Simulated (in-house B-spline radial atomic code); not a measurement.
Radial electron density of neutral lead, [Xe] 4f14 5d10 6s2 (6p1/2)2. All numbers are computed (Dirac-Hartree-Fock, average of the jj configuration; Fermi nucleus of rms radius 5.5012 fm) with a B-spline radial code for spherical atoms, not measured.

Columns: r (bohr), 4πr²n(r) (electrons per bohr), bar.

```
0.000483    4.259 #
0.000607    6.048 ##
0.000762    8.518 ##
0.000958    11.93 ###
  0.0012    16.48 #####
 0.00151    22.66 #######
  0.0019    30.74 #########
 0.00238    40.78 ############
 0.00299     53.2 ###############
 0.00376    67.72 ###################
 0.00472    83.35 ########################
 0.00593    98.73 ############################
 0.00745    111.5 ################################
 0.00936    119.2 ##################################
  0.0118      120 ##################################
  0.0148    114.7 #################################
  0.0185      108 ###############################
  0.0233    107.2 ###############################
  0.0292    118.1 ##################################
  0.0367    138.1 ########################################
  0.0461      153 ############################################
  0.0579    148.9 ###########################################
  0.0728    130.1 #####################################
  0.0914      122 ###################################
   0.115    136.5 #######################################
   0.144    144.5 ##########################################
   0.181      118 ##################################
   0.228    85.26 #########################
   0.286    87.15 #########################
   0.359    97.67 ############################
   0.451    77.86 ######################
   0.566    45.36 #############
   0.711       29 ########
   0.893    24.25 #######
    1.12    18.23 #####
    1.41    10.82 ###
    1.77    5.796 ##
    2.22    3.184 #
    2.79    1.764 #
    3.51   0.8832 
     4.4   0.3671 
    5.53   0.1148 
    6.95  0.02509 
    8.73 0.003436 
      11 0.0002436
```

On this grid the curve has 4 maxima, near 0.0118, 0.0461, 0.144, 0.359 bohr.

The 6s1/2 radial function P(r) = rR(r), positive near the nucleus, with its small component Q(r) (sign convention: Q ≈ (P' + κP/r)/2c):

```json
{"r (bohr)": "0.000244", "P": "0.01051", "Q": "-0.003178"}
{"r (bohr)": "0.000385", "P": "0.01505", "Q": "-0.00482"}
{"r (bohr)": "0.000607", "P": "0.02129", "Q": "-0.007036"}
{"r (bohr)": "0.000958", "P": "0.02972", "Q": "-0.01005"}
{"r (bohr)": "0.00151", "P": "0.04056", "Q": "-0.01404"}
{"r (bohr)": "0.00238", "P": "0.05348", "Q": "-0.01913"}
{"r (bohr)": "0.00376", "P": "0.06665", "Q": "-0.02516"}
{"r (bohr)": "0.00593", "P": "0.07484", "Q": "-0.03117"}
{"r (bohr)": "0.00936", "P": "0.0681", "Q": "-0.03497"}
{"r (bohr)": "0.0148", "P": "0.03234", "Q": "-0.03269"}
{"r (bohr)": "0.0233", "P": "-0.03717", "Q": "-0.02032"}
{"r (bohr)": "0.0367", "P": "-0.1072", "Q": "0.001262"}
{"r (bohr)": "0.0579", "P": "-0.08454", "Q": "0.01889"}
{"r (bohr)": "0.0914", "P": "0.0798", "Q": "0.01284"}
{"r (bohr)": "0.144", "P": "0.1522", "Q": "-0.009574"}
{"r (bohr)": "0.228", "P": "-0.1187", "Q": "-0.009358"}
{"r (bohr)": "0.359", "P": "-0.1817", "Q": "0.00824"}
{"r (bohr)": "0.566", "P": "0.2765", "Q": "0.003713"}
{"r (bohr)": "0.893", "P": "0.2007", "Q": "-0.005818"}
{"r (bohr)": "1.41", "P": "-0.4969", "Q": "-0.002097"}
{"r (bohr)": "2.22", "P": "-0.7241", "Q": "0.001692"}
{"r (bohr)": "3.51", "P": "-0.3914", "Q": "0.001322"}
{"r (bohr)": "5.53", "P": "-0.08902", "Q": "0.0003159"}
{"r (bohr)": "8.73", "P": "-0.006257", "Q": "2.208e-05"}
```
